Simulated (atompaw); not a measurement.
PBE PAW (atompaw) dataset for mercury (Hg), scalar-relativistic all-electron reference.

```json
{
 "Element": "mercury",
 "Generator": "atompaw 4.2.0.5",
 "Type": "PAW",
 "Functional": "PBE",
 "Relativity": "scalar-relativistic",
 "Frozen core": "[Xe] 4f14",
 "Valence charge": "12",
 "Reference configuration": "5d10 6s1 6p1",
 "Partial waves": "6s (bound): rc 2.20 bohr; 6s channel at 0.05 Ry: rc 2.20 bohr; 6p (bound): rc 3.00 bohr; 6p channel at 1.4 Ry: rc 3.00 bohr; 5d (bound): rc 3.00 bohr; 5d channel at 1.8 Ry: rc 1.95 bohr",
 "Local potential": "ultrasoft scheme with l = 3 at 0 Ry, radius 2.45 bohr",
 "Core correction": "smooth core density matched at 2.65 bohr",
 "Augmentation charge": "sinc compensation charge, radius 2.20 bohr; PAW radius 3.00 bohr; waves and projectors: custom rrkj vanderbiltortho"
}
```

Poles of the logarithmic derivatives, all-electron (AE) and pseudo (PS). s: poles at 0.2 (AE) and 0.2, 3.3 (PS) Ry. p: poles at 1.5 (AE) and 1.5, 4.7 (PS) Ry. d: poles at -0.8, 3.7 (AE) and -0.8, 3.9 (PS) Ry. Test radius 3.02 bohr.

* Cutoffs needed: 12 Ry and 18 Ry (the cutoffs (Ry, on a coarse ladder) from which the occupation-weighted sum of valence levels, in a spherical-Bessel basis at the reference potential, stays within 10 and 1 mRy of its value at 400 Ry)
* Ghost test: no extra level below or beside the all-electron valence levels (s, p, d, f tested) (spherical-Bessel basis up to 400 Ry, 20 bohr box)
* Lowest eigenvalue of the overlap operator: 0.36 (d channel)
* Overlap eigenvalues printed by atompaw (projector basis): 0.00316, 0.0147, 0.471, 30.6, 32.8, 522
* Share of each valence orbital outside the PAW sphere: 6s 29 %, 6p 71 %, 5d 3 %
